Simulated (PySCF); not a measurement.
## B⁺ (boron, charge +1): UHF calculation

Configuration: [He] 2s1 2p1, high-spin 3P determinant (an excited configuration). Computed with PySCF 2.14 in def2-QZVPPD (8s4p4d2f1g, 63 functions), with no relativity, point nucleus.

| Quantity | Value |
| --- | --- |
| Total energy | -24.122445 hartree |
| One-electron energy | -30.1929 hartree |
| Hartree (Coulomb) energy | 9.6806 hartree |
| Exchange energy | -3.6101 hartree |
| Kinetic energy | 24.12348 hartree |
| ⟨S²⟩ | 2.0000 |
| ⟨L²⟩ | 2.013 |
| Sum of ⟨r⟩ | 4.198 bohr |
| Sum of ⟨r²⟩ | 7.826 bohr² |
| Traceless quadrupole moment −½Σ⟨3z² − r²⟩ along its main axis | -1.74 e·bohr² |
| Density at the nucleus (Gaussians lack the cusp) | 70.0 bohr⁻³ |
| Spin density at the nucleus | 1.96 bohr⁻³ |
| Langevin diamagnetic susceptibility | -6.20 ×10⁻⁶ cm³/mol |

```tsv
shell	electrons	mean orbital energy (eV)	rms radius, mean of both spins (bohr)
1s α	1	-222.96	0.379
1s β	1	-220.97	0.379
2s α	1	-26.701	1.91
2p α	1	-20.589	1.97
```

Spin-orbit constants ζ (cm⁻¹) from the X2C one-electron operator on these orbitals (non-relativistic here): bare nucleus, nucleus screened by l(l+1)(2l+1)/3 electrons, and screened by the Breit-Pauli mean field of the electrons.

```tsv
shell	bare	screened nucleus	mean field
2p	33.39	20.04	15.34
```

To first order the Landé constant is A = 7.670 cm⁻¹, so the lowest level has J = 0 and lies 0.00190 eV below the centre of the term. This holds in LS coupling only.
